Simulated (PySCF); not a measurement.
A structure optimised at r2SCAN-D4/def2-SVP, used in a PySCF frequency run:

```
C
C 1 1.3425
H 2 1.0970 1 121.88
H 1 1.0972 2 119.93 3 180.00
H 2 1.0977 3 116.27 1 180.00
Ga 1 1.9265 4 120.08 2 180.00
Cl 6 2.1406 1 124.86 4 0.00
Cl 6 2.1466 1 119.57 4 180.00
```

Question: Write its SMILES, formula and point group.

Answer: C=[CH][Ga]([Cl])[Cl], C₂H₃Cl₂Ga, Cs

Question: What are its rotational constants (standard atomic weights)?

Answer: 2.5825, 1.6917, 1.0221 GHz
